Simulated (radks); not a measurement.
Effect of the nuclear size on neutral chlorine, [Ne] 3s2 3p5. Method: Dirac Kohn-Sham, LDA (Slater exchange, Perdew-Wang correlation), spin-unpolarised, spherical densities, finite nucleus; open shells are shared between the two j in proportion to 2j + 1; Fermi nuclear charge, rms radius 3.3654 fm; computed with a radial shooting solver on a logarithmic mesh with Libxc functionals. The rms radius is varied about that value; shifts are against it.

rms radius (fm)	total energy shift (eV)	density at nucleus (e/bohr^3)	1s1/2 shift (meV)	2s1/2 shift (meV)
2.8337	-0.00406	3576	-1.71	-0.125
3.0524	-0.00247	3571	-1.04	-0.076
3.3654	0	3565	0.000	0.000
3.4967	0.00111	3562	0.466	0.034
4.0553	0.00628	3552	2.64	0.193

Slopes of the eigenvalues against <r^2> in GHz/fm^2, as finite differences over the two radii next to the reference (eigenvalue slopes, not the field-shift constants of lines): 1s1/2 125, 2s1/2 9.15.
